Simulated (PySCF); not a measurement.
# Molecular orbitals of LiPb⁺

CAM-B3LYP at R = 3.103 Å; Li x2c-SVPall, Pb x2c-SVPall; spin-free X2C with a Gaussian nucleus (PySCF 2.14). State: triplet, unpaired electrons σ ↑, π ↑, a mixture of terms (⟨Lz²⟩ = 1.5). Only the outer orbitals are listed, counted within each symmetry.

```csv
spin,orbital,occ.,ε (eV),on Li (%),main shells (%)
α,4δ,1,-29.96,0,100 Pb d
α,8π,1,-29.93,0,100 Pb d
α,4δ,1,-29.82,0,100 Pb d
α,8π,1,-29.64,0,100 Pb d
α,14σ,1,-29.64,0,100 Pb d
α,15σ,1,-20.09,2,98 Pb s
α,16σ,1,-11.35,24,"74 Pb p, 15 Li s, 8 Li p"
α,9π,1,-10.43,3,97 Pb p
α,9π,0,-6.56,5,94 Pb p
α,17σ,0,-4.96,94,"86 Li s, 8 Li p"
α,10π,0,-3.41,95,95 Li p
β,4δ,1,-29.85,0,100 Pb d
β,8π,1,-29.78,0,100 Pb d
β,4δ,1,-29.65,0,100 Pb d
β,8π,1,-29.37,0,100 Pb d
β,14σ,1,-29.36,0,100 Pb d
β,15σ,1,-18.59,1,98 Pb s
β,16σ,0,-6.74,41,"58 Pb p, 36 Li s"
β,9π,0,-6.26,6,94 Pb p
β,9π,0,-5.60,10,"90 Pb p, 10 Li p"
```

Which are the highest filled and the lowest empty level, where do they sit, and how wide is the gap?

Highest filled α 9π at -10.43 eV (in %: 97 Pb p); lowest empty β 16σ at -6.74 eV (in %: 58 Pb p, 36 Li s); the gap at CAM-B3LYP is 3.69 eV.

* bond order (Mayer): 0.46
* ⟨S²⟩: 2.003
* charge on Li (Mulliken, basis-dependent): 0.70
* charge on Li (Löwdin, basis-dependent): 0.60
* dipole moment (positive dipole points towards Pb; it is taken about the centre of mass and depends on that origin): -10.12 D
* polarisability along the bond: 75.3 bohr³
* polarisability across the bond: 36.9 bohr³

These are scalar-relativistic numbers at best; spin–orbit coupling would shift them, the dissociation energy most. The state was picked by a PBE0 search and need not be the measured ground state.
